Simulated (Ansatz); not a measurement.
[Ni(SH)4]2- (NiH₄S₄²⁻). Total charge -2; triplet. Geometry relaxed at PBE0-D4/def2-SVPD.

```xyz
9

Ni   -0.115   -0.049   -0.005
S     0.403    1.699    1.500
H     0.222    2.699    0.607
S     1.591   -0.839   -1.438
H     2.153   -1.668   -0.527
S    -0.369   -1.837    1.575
H    -0.211   -2.815    0.653
S    -1.504    1.030   -1.636
H    -2.171    1.779   -0.728
```

A multiply charged anion in the gas phase is held together partly by the finite basis.

Problem. Estimate the harmonic wavenumbers at UKS PBE0-D4/def2-SVPD (Ansatz, unscaled). Is this a minimum?

Solution. 59, 83, 96, 101, 110, 160, 170, 216, 225, 245, 256, 264, 278, 465, 491, 529, 532, 2692, 2693, 2695, 2696 cm⁻¹. Yes, no mode is imaginary beyond noise. Zero-point energy 90.1 kJ/mol. Hardware: 4 threads of Intel Xeon Platinum 8488C on a shared host. Wall time 5.8 min, peak host memory 0.95 GiB.
